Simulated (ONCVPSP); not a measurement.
What the settings do to the ONCV potential of Gd

Base potential:

gadolinium, optimised norm-conserving Vanderbilt (ONCV), made with ONCVPSP 4.0.1 (PBE, scalar-relativistic). Core [Kr] 4d10, reference 4f7 5s2 5p6 5d1 6s1.75 (charge +0.25). Waves: 5s+6s: rc 2.35 bohr, ncon 4, nbas 8, qcut 4.7 1/bohr, 2 projectors; 5p: rc 2.25 bohr, ncon 3, nbas 8, qcut 6.6 1/bohr, 2 projectors, debl 0.4 Ha; 5d: rc 3.50 bohr, ncon 4, nbas 8, qcut 5.3 1/bohr, 2 projectors, debl 0.7 Ha; 4f: rc 1.45 bohr, ncon 4, nbas 9, qcut 10.8 1/bohr, 2 projectors, debl 3 Ha. Local part: polynomial inside 1.30 bohr (lpopt 5, dvloc0 0 Ha). Core correction: Teter function, fcfact 4.5, rcfact 1.

In the p channel the program set the typed energies aside and used -1.056, 0.250 Ha.

Cutoffs, loose and tight: the cutoffs (Ha) at which the residual kinetic energy of the hardest occupied pseudo-wave falls to 1 and 0.1 mHa per electron. They do not see the model core or the augmentation charge, which bear on the density cutoff. Test errors are all-electron minus pseudo excitation energies from the reference, over the configurations 4f7 5s2 5p6 5d1 6s2; 4f7 5s2 5p6 5d1 6s1; 4f7 5s2 5p6 5d1 6s0; 4f7 5s2 5p6 5d2 6s0. A dash means not determined; rows that change the core or the reference have their own tests.

| change | outcome | cutoff, loose | cutoff, tight | bound ghosts | GHOST(+) flags above zero | largest test error (meV) |
| --- | --- | --- | --- | --- | --- | --- |
| base | generated, projector energies reset by the program | 54 Ha | 90 Ha | none | s | -8.9 |
| core correction Teter function, fcfact 1.3, rcfact 1 | generated, projector energies reset by the program | 54 Ha | 90 Ha | none | s | -8.8 |
| core correction Teter function, fcfact 2.5, rcfact 1 | generated, projector energies reset by the program | 54 Ha | 90 Ha | none | s | -8.8 |
| core correction Teter function, fcfact 3.4, rcfact 1 | generated, projector energies reset by the program | 54 Ha | 90 Ha | none | s | -8.9 |
| core correction Teter function, fcfact 4.3, rcfact 1 | generated, projector energies reset by the program | 54 Ha | 90 Ha | none | s | -8.9 |
| core correction Teter function, fcfact 5.7, rcfact 1 | generated, projector energies reset by the program | 54 Ha | 90 Ha | none | s | -9.0 |
| core correction Teter function, fcfact 6.3, rcfact 1 | generated, projector energies reset by the program | 54 Ha | 90 Ha | none | s | -9.0 |
| core correction Teter function, fcfact 7.8, rcfact 1 | generated, projector energies reset by the program | 54 Ha | 90 Ha | none | s | -9.0 |

Reading the sweep of the fcfact (base included, trends over the rows without a ghost): The loose cutoff stays near 54 Ha. The median size of the test errors (rows with all tests solved) stays near 5.4 meV.
